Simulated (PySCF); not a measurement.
Estimate the missing entries of this data sheet.

C8H9 (doublet state).
SMILES: `[CH]=C=C(C)CC#CC`

Conformer (atom-mapped SMILES and torsion angles): `[CH:1]=[C:2]=[C:3]([CH3:4])[CH2:5][C:6]#[C:7][CH3:8]`: C2–C3–C5–C6 -103°.

```tsv
property	level	value
point group of the GFN2-xTB geometry	GFN2-xTB	?
rotational constants A, B, C of the GFN2-xTB geometry	GFN2-xTB	3.617, 0.998, 0.917 GHz
isotropic g value	unrestricted B3LYP/pcH-1, mean-field spin–orbit	?
spin squared ⟨S²⟩	unrestricted B3LYP/pcH-1	?
largest isotropic hyperfine couplings (means over sets of like nuclei)	unrestricted B3LYP/pcH-1	?
```

Gas-phase values; electronic properties from PySCF, density fitting. One conformer (not necessarily the lowest) at the GFN2-xTB geometry, without solvent or vibrations. GFN2-xTB frequencies show an imaginary mode (34i cm⁻¹), so this geometry is no minimum at that level. Hyperfine couplings depend on the geometry, which wasn't re-optimised at a DFT level. Couplings of like nuclei are plain means over topologically equivalent atoms, as if these changed places fast (by rotation of a methyl-like group, say); in this geometry the members of some sets differ.

Problem. The largest isotropic hyperfine couplings (means over sets of like nuclei)?

Solution. 13C +70.4, 13C -65.4, 13C +57.7, 1H +52.4 (×3), 13C +43.1 MHz.

Problem. The point group of the GFN2-xTB geometry?

Solution. C1.

Problem. What is the spin squared ⟨S²⟩?

Solution. 0.768.

Problem. Give the isotropic g value.

Solution. 2.00267.

With B = h/(8π²I), that is 505.379 GHz u Å² over I, the principal moments of inertia are 139.7, 506.5 and 551.1 u Å² (most abundant isotopes); the inertial defect Ic − Ia − Ib is -95.1 u Å² (zero for a rigid planar frame, negative otherwise). The rotational constants make it an asymmetric top with κ = (2B − A − C)/(A − C) = -0.94, nearer the prolate limit (−1). At 9.50 GHz, hν = g·μB·B₀ (B₀ the magnetic field) puts the centre of the isotropic spectrum, to first order, at 338.9 mT.
